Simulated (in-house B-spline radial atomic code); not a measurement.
Values are calculated unless marked as measured or tabulated.
# Extrapolating the RPA correlation energy in partial waves: Br⁷⁺

All-electron RPA on PBE0 orbitals from a B-spline radial code for spherical atoms, scalar-relativistic (spin-free one-electron X2C), finite nucleus, configuration [Ar] 3d10. With empty states up to angular momentum L the sums are:

```json
{"L": "4", "E_c(L) (hartree)": "-1.846861"}
{"L": "5", "E_c(L) (hartree)": "-1.964265"}
{"L": "6", "E_c(L) (hartree)": "-2.021798"}
```

For large l each further wave adds A/(l + 1/2)⁴, because the basis must build the cusp where two electrons meet.

Question: Estimate the limit from L = 5 and L = 6.

Answer: Wave 6 adds -0.057533, against a sum of (l + 1/2)⁻⁴ of 5.60204e-04, so A = -102.7. The sum over l > 6 is ζ(4, 7.5) = 9.6207e-04, close to 1/(3 × 7³) = 9.7182e-04. The tail is -0.098805 and the limit -2.12060 hartree.

Question: How good is the estimate?

Answer: A run to L = 11 sums to -2.08933 and extrapolates to -2.10310 hartree, 1.04 millihartree from the run before, so it has not settled and is itself too deep. The estimate differs from that by -17.50 millihartree, while the bare sum at L = 6 misses 81.3 millihartree (3.9 %).
